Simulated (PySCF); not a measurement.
An unknown is described by computed data only.

Elements present: C, Cl, H, O and P. Monoisotopic mass: 171.9845 u.

| Property | Result |
| --- | --- |
| 13C NMR | chemical shifts (computed TMS as zero) by class: 191.2 (1 C), 181.6 (1 C), 170.3 (1 C), 146.5 (1 C), 142.6 (1 C), 133.9 (1 C), 26.1 (1 C) ppm [GIAO PBE/pcSseg-1] |
| Triplet | lowest triplet excitation (Tamm–Dancoff): 2.85 eV [TDA PBE0/def2-SVPD] |
| UV, strongest line | among the 10 lowest singlet transitions: S6 at 5.08 eV (244 nm, f = 0.410) [TDDFT PBE0/def2-SVPD] |
| NMR, other nuclei | isotropic shieldings of nuclei other than C and H, by class: -319 (1 O), 66 (1 P), 596 (1 Cl) ppm [GIAO PBE/pcSseg-1] |
| Rotational structure | rotational constants A, B, C: 1.443, 0.711, 0.478 GHz [PBE0-D3(BJ)/def2-SVP] |
| Valence photoelectron | vertical ionisation energy: 9.03 eV [ΔSCF PBE0/def2-SVPD] |

The electronic properties come from PySCF, for the isolated species, density fitting. Levels stand in brackets. Isolated species at its PBE0-D3(BJ)/def2-SVP geometry (one conformer only). Each NMR value is the plain mean over a class of atoms that symmetry, rotation or inversion makes alike.

Problem. Which formula fits the mass and the elements?

Solution. C7H6ClOP (calculated 171.9845). No other formula that holds each of these elements comes within 0.0003 u with a fitting electron parity and a possible valence count.

Problem. What is the compound? Reason from the data.

Solution. Numbering: `[CH3:1][c:2]1[cH:3][c:4]([Cl:5])[p:6][c:7]([CH:8]=[O:9])[cH:10]1`. 7 carbons fall into 7 classes; from least to most shielded: aldehyde carbon [C8] (191.2 ppm), aromatic C–Cl carbon [C4] (181.6 ppm), substituted aromatic carbon [C7] (170.3 ppm), substituted aromatic carbon [C2] (146.5 ppm), aromatic CH carbon [C3] (142.6 ppm), aromatic CH carbon [C10] (133.9 ppm), benzylic-type carbon [C1] (26.1 ppm). The other shieldings belong to: -319 ppm, aldehyde oxygen [O9]; 66 ppm, phosphorus bonded to 2 C [P6]; 596 ppm, aryl chlorine [Cl5]. The first electron is taken from the HOMO, whose largest Löwdin shares are 0.24 on the phosphorus bonded to 2 C, 0.17 on the aromatic C–Cl carbon, 0.15 on the aryl chlorine and 0.13 on a substituted aromatic carbon. By its constants the optimised geometry is an asymmetric top. Structure: `CC1=CC(Cl)=PC(C=O)=C1`. Computed isomers that give other values at the same levels: `CC(=O)c1pcccc1Cl` (rotational constant A: 1.265 GHz; this holds for the one conformer computed). The assignments are read from this structure; whether some other isomer fits the data as well wasn't checked.

Conformer computed: `[CH3:1][c:2]1[cH:3][c:4]([Cl:5])[p:6][c:7]([CH:8]=[O:9])[cH:10]1`: P6–C7–C8–O9 180°.
